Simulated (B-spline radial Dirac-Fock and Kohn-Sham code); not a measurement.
# Dipole and non-dipole photoemission parameters of B 1s

System: atomic boron, configuration [He] 2s2 2p1; threshold 188.0 eV (tabulated edge). These are calculated numbers from a radial atomic solver; the model is Dirac-Hartree-Slater photoionisation with a Latter tail; cross sections with all multipoles, angular parameters from the dipole term and its interference with E2.

For linearly polarised light dσ/dΩ = σ/(4π) [1 + β P₂(cos θ) + (δ + γ cos²θ) sin θ cos φ], with θ from the polarisation vector and φ the angle between the beam and the projection of the electron momentum on the plane normal to the polarisation.

| hν (eV) | σ (kb) | β | γ |
| --- | --- | --- | --- |
| 200 | 1190 | 2.000 | 0.001 |
| 239 | 848 | 2.000 | 0.076 |
| 304 | 488 | 2.000 | 0.155 |
| 363 | 318 | 2.000 | 0.214 |
| 381 | 282 | 2.000 | 0.230 |
| 400 | 249 | 2.000 | 0.247 |
| 509 | 133 | 2.000 | 0.334 |
| 517 | 127 | 2.000 | 0.339 |
| 636 | 72.8 | 2.000 | 0.417 |
| 1000 | 20.7 | 2.000 | 0.602 |
| 1130 | 14.6 | 2.000 | 0.657 |
| 1486.9 | 6.55 | 2.000 | 0.789 |
| 1520 | 6.14 | 2.000 | 0.800 |
| 3250 | 0.615 | 2.000 | 1.263 |
| 3520 | 0.480 | 2.000 | 1.321 |
| 4000 | 0.322 | 2.000 | 1.420 |
| 5070 | 0.153 | 2.000 | 1.619 |
| 5414.7 | 0.124 | 2.000 | 1.678 |
| 5580 | 0.113 | 2.000 | 1.706 |
| 6000 | 0.0893 | 2.000 | 1.774 |
| 6310 | 0.0760 | 2.000 | 1.823 |
| 7790 | 0.0386 | 2.000 | 2.040 |
| 8700 | 0.0270 | 2.000 | 2.162 |
| 10700 | 0.0138 | 2.000 | 2.408 |
| 12000 | ? | ? | ? |
| 13100 | 0.00709 | 2.000 | 2.673 |
| 15000 | 0.00454 | 2.000 | 2.865 |

Task: Give the values at 12000 eV.

Result: σ = 0.00945 kb, β = 2.000, γ = 2.555. For an s subshell δ is negligible.
